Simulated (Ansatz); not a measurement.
The same path of BCl2HSi (5 atoms, charge 0, multiplicity 1) was run twice with different band settings. The coordinate that changes most is the angle H5–B1–Si2.

Level of theory: RKS PBE-D4/def2-SVP (Ansatz).

Relaxed end points:

```xyz
5
Properties=species:S:1:pos:R:3
B -0.416 1.249 -0.034
Si 0.334 -0.504 -0.171
Cl 1.447 -1.105 1.481
Cl -1.016 -1.985 -0.730
H -0.349 2.345 -0.546
```

```xyz
5
Properties=species:S:1:pos:R:3
B 0.351 0.997 -0.788
Si -0.310 -0.291 0.462
Cl 1.103 -0.992 1.819
Cl -1.360 -1.872 -0.392
H 0.216 2.158 -1.102
```

Common settings: movable images 5; spring 5.0 eV/Å²; start path IDPP; force threshold 0.05 eV/Å; iteration limit 60; end points relaxed.

| run | climbing image | optimiser |
| --- | --- | --- |
| 1 | yes | quadratic models (default) |
| 2 | from the first iteration | lbfgs |

**Question.** What does each run give, and how far can it be trusted?

**Answer.** Run 1: converged after 3 iterations, highest image 0.146 eV above the first end. A vibrational analysis at the climbing image gives one clearly imaginary mode, 199i cm⁻¹: a first-order saddle point.
Run 2: converged after 8 iterations, highest image 0.146 eV above the first end. Another band between the same ends (5 images) ends at a top of the same energy, where a vibrational analysis finds 1 clearly imaginary mode.
